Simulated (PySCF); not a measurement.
Stationary points of AsH2

Level of theory: PySCF, PBE, basis As def2-TZVP, H def2-TZVP (no relativity, density fitting).

Relaxations began from a few typed shapes; open shells are unrestricted. The search is not exhaustive: other isomers or separated fragments can lie lower, and high-lying points may rest on an excited occupation.

```json
{"spin": "doublet", "group": "C2v", "bonds": "As–H 1.541 Å (×2)", "angles": "H–As–H 90.0°", "imaginary modes (cm⁻¹)": "none", "ΔE (kJ/mol)": "0.0", "ΔE with ZPE (kJ/mol)": "0.0"}
{"spin": "doublet", "group": "D∞h", "bonds": "As–H 1.466 Å (×2)", "angles": "H–As–H 180.0°", "imaginary modes (cm⁻¹)": "1803i, 1773i", "ΔE (kJ/mol)": "308.4", "ΔE with ZPE (kJ/mol)": "–"}
```

The lowest minimum found is the doublet C2v: As–H 1.541 Å (×2); H–As–H 90.0°.

The electron or spin density has lower symmetry than the nuclear frame for the doublet D∞h at 308.4 kJ/mol.
